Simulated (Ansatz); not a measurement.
Reaction (ligand exchange at a P–O bond): `O[SiH2]OP` + CH₃SH → `CSP` + `O[SiH2]O`

Computed with Ansatz on PBE0-D4/def2-TZVP structures; ΔE is electronic, products minus reactants. CCSD(T)/CBS is the MP2 limit (def2-TZVPP, def2-QZVPP) plus CCSD(T) − MP2 in def2-TZVPP, frozen cores. This one scheme is used for every species. Each species was taken in one conformer, which may not be the lowest.

`O[SiH2]OP`:

```xyz
9

O    -0.049    1.434   -1.434
Si    0.533    1.027    0.041
O     0.524   -0.600    0.299
P    -0.815   -1.554    0.393
H    -0.999    1.490   -1.546
H    -0.284    1.675    1.100
H     1.949    1.430    0.069
H    -0.465   -2.301    1.553
H    -0.394   -2.601   -0.475
```

CH₃SH:

```xyz
6

C     0.326    0.164    0.329
S    -1.329   -0.155   -0.319
H     0.880   -0.761    0.484
H     0.185    0.651    1.294
H     0.887    0.836   -0.320
H    -0.949   -0.735   -1.468
```

`CSP`:

Z-matrix (Å, degrees):
```
C
S 1 1.810
H 1 1.089 2 111.3
H 1 1.089 2 111.3 3 123.2
H 1 1.091 2 106.0 3 -118.4
P 2 2.105 1 99.5 3 -61.5
H 6 1.420 2 98.3 1 132.8
H 6 1.420 2 98.4 1 -132.6
```

`O[SiH2]O`:

```xyz
7

O    -0.608   -1.286    0.282
Si    0.005    0.061   -0.428
O     0.598    1.154    0.643
H     0.001   -1.863    0.745
H     1.168   -0.260   -1.287
H    -1.139    0.613   -1.190
H    -0.024    1.581    1.235
```

```tsv
species	CCSD(T)/CBS(def2) energy (Eh)
`O[SiH2]OP`	-783.46333
CH₃SH	-438.22835
`CSP`	-779.77158
`O[SiH2]O`	-441.92975
```

**Question.** Work out ΔE.

**Answer.** ΔE = (-779.77158) + (-441.92975) − (-783.46333) − (-438.22835) = -0.00965 Eh = -25.3 kJ/mol.

Largest T1 diagnostic among the species: 0.013.

At CCSD(T), def2-SVP lies +8.2 kJ/mol from the extrapolated value and def2-TZVPP +4.1 kJ/mol. From BLYP to BHLYP (50 % exact exchange), in def2-TZVPP and without D4, ΔE moves by +7.6 kJ/mol. In def2-TZVPP, CCSD(T) changes the Hartree–Fock value by −15.6 kJ/mol (the triples alone add −3.2 kJ/mol) and MP2 by −21.4 kJ/mol.
